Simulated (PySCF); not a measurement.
Cl4Zr, charge +1, doublet, geometry from GFN2-xTB (such geometries of metal compounds can be far from the true shape) (the multiplicity is a formal guess) (all electrons, no relativity); PySCF with B3LYP/3-21G.

PySCF was given this input:
```python
from pyscf import gto, scf, dft

mol = gto.M(
    atom='''
Zr   -0.000000   -0.000000    0.000000
Cl    1.809979   -0.568579   -1.237154
Cl    0.650387    0.468663    2.118303
Cl   -0.991352    1.823639   -0.906321
Cl   -1.469013   -1.723723    0.025172
''',
    basis='3-21g',
    charge=1,
    spin=1,
    verbose=4,
)

mf = dft.UKS(mol)
mf.xc = 'b3lyp'
mf.conv_tol = 1e-11
mf.kernel()
mf.analyze()
```

Write the output that PySCF gives for this input, abridged.


```
PySCF version 2.14.0

[INPUT] verbose = 4
[INPUT] num. atoms = 5
[INPUT] num. electrons = 107
[INPUT] charge = 1
[INPUT] spin (= nelec alpha-beta = 2S) = 1
[INPUT] symmetry False subgroup None
[INPUT] Mole.unit = angstrom
[INPUT] Symbol           X                Y                Z      unit          X                Y                Z       unit  Magmom
[...]
nuclear repulsion = 883.595119948846
number of shells = 42
number of NR pGTOs = 189
number of NR cGTOs = 88
basis = 3-21g
ecp = {}

******** <class 'pyscf.dft.uks.UKS'> ********
method = UKS
initial guess = minao
damping factor = 0
level_shift factor = 0
DIIS = <class 'pyscf.scf.diis.CDIIS'>
diis_start_cycle = 1
diis_space = 8
diis_damp = 0
SCF conv_tol = 1e-11
SCF conv_tol_grad = None
SCF max_cycles = 50
direct_scf = True
direct_scf_tol = 1e-13
number electrons alpha = 54  beta = 53
XC library pyscf.dft.libxc version 7.1.2
    S. Lehtola, C. Steigemann, M. J. T. Oliveira, and M. A. L. Marques,  SoftwareX 7, 1–5 (2018)
XC functionals = b3lyp
    P. J. Stephens, F. J. Devlin, C. F. Chabalowski, and M. J. Frisch,  J. Phys. Chem. 98, 11623 (1994)
radial grids:
    Treutler-Ahlrichs [JCP 102, 346 (1995); DOI:10.1063/1.469408] (M4) radial grids

becke partition: Becke, JCP 88, 2547 (1988); DOI:10.1063/1.454033
pruning grids: <function nwchem_prune>
grids dens level: 3
symmetrized grids: False
atomic radii adjust function: <function treutler_atomic_radii_adjust>
small_rho_cutoff = 0
Set gradient conv threshold to 3.16228e-06
tot grids = 97912
init E= -5351.09669805164

cycle= 1 E= -5356.00491751857  delta_E= -4.91  |g|= 0.237  |ddm|= 2.04
cycle= 2 E= -5355.36798018955  delta_E= 0.637  |g|= 1.09  |ddm|=  1.3
cycle= 3 E= -5356.0406303678  delta_E= -0.673  |g|= 0.152  |ddm|= 0.915
cycle= 4 E= -5356.02930375166  delta_E= 0.0113  |g|= 0.194  |ddm|= 0.441
cycle= 5 E= -5356.05748145496  delta_E= -0.0282  |g|= 0.0168  |ddm|= 0.322
cycle= 6 E= -5356.05734854087  delta_E= 0.000133  |g|= 0.0222  |ddm|= 0.0624
cycle= 7 E= -5356.05772952773  delta_E= -0.000381  |g|= 0.00213  |ddm|= 0.0337
cycle= 8 E= -5356.0577380889  delta_E= -8.56e-06  |g|= 0.00202  |ddm|= 0.00895
cycle= 9 E= -5356.05774470267  delta_E= -6.61e-06  |g|= 0.0019  |ddm|= 0.00943
cycle= 10 E= -5356.05774683134  delta_E= -2.13e-06  |g|= 0.00178  |ddm|= 0.00347
cycle= 11 E= -5356.05775181085  delta_E= -4.98e-06  |g|= 0.00145  |ddm|= 0.00872
cycle= 12 E= -5356.05776054499  delta_E= -8.73e-06  |g|= 0.000656  |ddm|= 0.0254
cycle= 13 E= -5356.05776202639  delta_E= -1.48e-06  |g|= 0.000336  |ddm|= 0.0107
cycle= 14 E= -5356.05776236475  delta_E= -3.38e-07  |g|= 0.000193  |ddm|= 0.00262
cycle= 15 E= -5356.05776289947  delta_E= -5.35e-07  |g|= 9.83e-05  |ddm|= 0.00381
cycle= 16 E= -5356.05776313594  delta_E= -2.36e-07  |g|= 9.88e-05  |ddm|= 0.00167
cycle= 17 E= -5356.05776184776  delta_E= 1.29e-06  |g|= 0.000102  |ddm|= 0.0106
cycle= 18 E= -5356.05776119787  delta_E= 6.5e-07  |g|= 3.99e-05  |ddm|= 0.0118
cycle= 19 E= -5356.05776116675  delta_E= 3.11e-08  |g|= 5.85e-05  |ddm|= 0.00253
cycle= 20 E= -5356.05776116651  delta_E= 2.38e-10  |g|= 1.97e-05  |ddm|= 0.000863
cycle= 21 E= -5356.05776116519  delta_E= 1.32e-09  |g|= 4.78e-05  |ddm|= 0.000215
cycle= 22 E= -5356.05776116654  delta_E= -1.34e-09  |g|= 7.92e-06  |ddm|= 0.000313
cycle= 23 E= -5356.05776116655  delta_E= -1.64e-11  |g|= 3.46e-06  |ddm|= 8.51e-05
cycle= 24 E= -5356.05776116656  delta_E= -3.64e-12  |g|= 1.2e-06  |ddm|= 3.81e-05
Extra cycle  E= -5356.05776116658  delta_E= -2.36e-11  |g|= 3.27e-06  |ddm|= 7.09e-06
converged SCF energy = -5356.05776116658  <S^2> = 0.76130572  2S+1 = 2.0112739
**** SCF Summaries ****
Total Energy =                       -5356.057761166581258
Nuclear Repulsion Energy =             883.595119948846445
One-electron Energy =                -9139.474120883283831
Two-electron Energy =                 2899.821239767856241
Two-electron Coulomb Energy =         3124.542464789344194
DFT Exchange-Correlation Energy =     -224.721225021488038
[...]
spin_pop of  0 Zr 3s       -0.00000
spin_pop of  0 Zr 4s       -0.00000
spin_pop of  0 Zr 5s       -0.00451
spin_pop of  0 Zr 6s       -0.00023
spin_pop of  0 Zr 2px      -0.00000
spin_pop of  0 Zr 2py      -0.00000
spin_pop of  0 Zr 2pz      -0.00000
spin_pop of  0 Zr 3px      -0.00000
spin_pop of  0 Zr 3py      -0.00000
spin_pop of  0 Zr 3pz      -0.00000
spin_pop of  0 Zr 4px       0.00001
spin_pop of  0 Zr 4py       0.00001
spin_pop of  0 Zr 4pz      -0.00000
spin_pop of  0 Zr 5px      -0.00126
spin_pop of  0 Zr 5py      -0.00121
spin_pop of  0 Zr 5pz      -0.00118
spin_pop of  0 Zr 6px      -0.00006
spin_pop of  0 Zr 6py      -0.00006
spin_pop of  0 Zr 6pz      -0.00005
spin_pop of  0 Zr 3dxy      0.00000
spin_pop of  0 Zr 3dyz      0.00000
spin_pop of  0 Zr 3dz^2     0.00000
spin_pop of  0 Zr 3dxz      0.00000
spin_pop of  0 Zr 3dx2-y2    0.00000
spin_pop of  0 Zr 4dxy     -0.02419
spin_pop of  0 Zr 4dyz     -0.02731
spin_pop of  0 Zr 4dz^2    -0.02302
spin_pop of  0 Zr 4dxz     -0.02183
spin_pop of  0 Zr 4dx2-y2   -0.03103
spin_pop of  0 Zr 5dxy     -0.00015
spin_pop of  0 Zr 5dyz     -0.00005
spin_pop of  0 Zr 5dz^2    -0.00007
spin_pop of  0 Zr 5dxz     -0.00010
spin_pop of  0 Zr 5dx2-y2   -0.00005
spin_pop of  1 Cl 1s       -0.00000
spin_pop of  1 Cl 2s       -0.00000
spin_pop of  1 Cl 3s        0.00078
spin_pop of  1 Cl 4s       -0.00027
spin_pop of  1 Cl 2px       0.00000
spin_pop of  1 Cl 2py       0.00002
spin_pop of  1 Cl 2pz       0.00001
spin_pop of  1 Cl 3px       0.02335
spin_pop of  1 Cl 3py       0.21194
spin_pop of  1 Cl 3pz       0.11597
spin_pop of  1 Cl 4px       0.00001
spin_pop of  1 Cl 4py       0.00036
spin_pop of  1 Cl 4pz       0.00019
spin_pop of  2 Cl 1s       -0.00000
spin_pop of  2 Cl 2s       -0.00000
spin_pop of  2 Cl 3s        0.00044
spin_pop of  2 Cl 4s       -0.00012
spin_pop of  2 Cl 2px       0.00001
spin_pop of  2 Cl 2py       0.00001
spin_pop of  2 Cl 2pz       0.00000
spin_pop of  2 Cl 3px       0.12060
spin_pop of  2 Cl 3py       0.08850
spin_pop of  2 Cl 3pz       0.00618
spin_pop of  2 Cl 4px       0.00012
spin_pop of  2 Cl 4py       0.00008
spin_pop of  2 Cl 4pz       0.00001
spin_pop of  3 Cl 1s       -0.00000
spin_pop of  3 Cl 2s       -0.00000
spin_pop of  3 Cl 3s        0.00078
spin_pop of  3 Cl 4s       -0.00027
spin_pop of  3 Cl 2px       0.00002
spin_pop of  3 Cl 2py       0.00000
spin_pop of  3 Cl 2pz       0.00001
spin_pop of  3 Cl 3px       0.18214
spin_pop of  3 Cl 3py       0.00403
spin_pop of  3 Cl 3pz       0.16507
spin_pop of  3 Cl 4px       0.00030
spin_pop of  3 Cl 4py      -0.00002
spin_pop of  3 Cl 4pz       0.00028
spin_pop of  4 Cl 1s       -0.00000
spin_pop of  4 Cl 2s       -0.00000
spin_pop of  4 Cl 3s        0.00044
spin_pop of  4 Cl 4s       -0.00012
spin_pop of  4 Cl 2px       0.00001
spin_pop of  4 Cl 2py       0.00001
spin_pop of  4 Cl 2pz       0.00000
spin_pop of  4 Cl 3px       0.12140
spin_pop of  4 Cl 3py       0.08978
spin_pop of  4 Cl 3pz       0.00409
spin_pop of  4 Cl 4px       0.00011
spin_pop of  4 Cl 4py       0.00008
spin_pop of  4 Cl 4pz       0.00001
 ** Mulliken Spin Density (per atom)  **
spin density of  0 Zr =     -0.13634
spin density of  1 Cl =      0.35236
spin density of  2 Cl =      0.21583
spin density of  3 Cl =      0.35233
spin density of  4 Cl =      0.21582
 ** Mulliken pop alpha/beta on meta-lowdin orthogonal AOs **
 ** Mulliken pop       alpha | beta **
In total            54.00000 | 53.00000
 ** Mulliken atomic charges   ( Nelec_alpha | Nelec_beta ) **
charge of  0Zr =      0.81237  (    19.52564     19.66198 )
charge of  1Cl =      0.07354  (     8.63941      8.28705 )
charge of  2Cl =      0.02028  (     8.59778      8.38195 )
charge of  3Cl =      0.07354  (     8.63940      8.28707 )
charge of  4Cl =      0.02027  (     8.59778      8.38196 )

WARN: System has nonzero charge 1; the dipole moment is origin-dependent.
Location of origin: [0. 0. 0.]

Dipole moment(X, Y, Z, Debye):  0.21864,  0.33510, -0.57222
```
